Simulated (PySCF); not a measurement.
Be⁺ (beryllium, charge +1) across methods

[He] 2s1, 2S determinant. Computed with PySCF 2.14 in aug-cc-pVQZ-DK (6s5p4d3f2g, 80 functions), with scalar relativity by spin-free X2C-1e.

| method | E (hartree) | mean ε 1s α (eV) | mean ε 1s β (eV) | mean ε 2s α (eV) | Σ⟨r²⟩ (bohr²) | ⟨S²⟩ |
| --- | --- | --- | --- | --- | --- | --- |
| HSE06 | -14.3115 | -123.15 | -122.50 | -15.068 | 6.456 | 0.750 |
| BLYP | -14.3332 | -118.02 | -117.60 | -14.289 | 6.390 | 0.750 |
| BP86 | -14.3265 | -117.92 | -117.49 | -14.491 | 6.443 | 0.750 |
| PBE0 | -14.3090 | -123.56 | -122.90 | -15.475 | 6.456 | 0.750 |
| LDA | -14.1173 | -116.40 | -115.90 | -14.297 | 6.522 | 0.750 |
| r2SCAN | -14.3280 | -120.06 | -119.65 | -14.590 | 6.483 | 0.750 |
| PBE | -14.3010 | -117.71 | -117.19 | -14.461 | 6.452 | 0.750 |
| M06 | -14.3346 | -123.80 | -123.25 | -15.034 | 6.540 | 0.750 |

Task: Estimate the same row for UHF.

Result: E (hartree) = -14.27986; mean ε 1s α (eV) = -140.39; mean ε 1s β (eV) = -139.27; mean ε 2s α (eV) = -18.132; Σ⟨r²⟩ (bohr²) = 6.554; ⟨S²⟩ = 0.750.
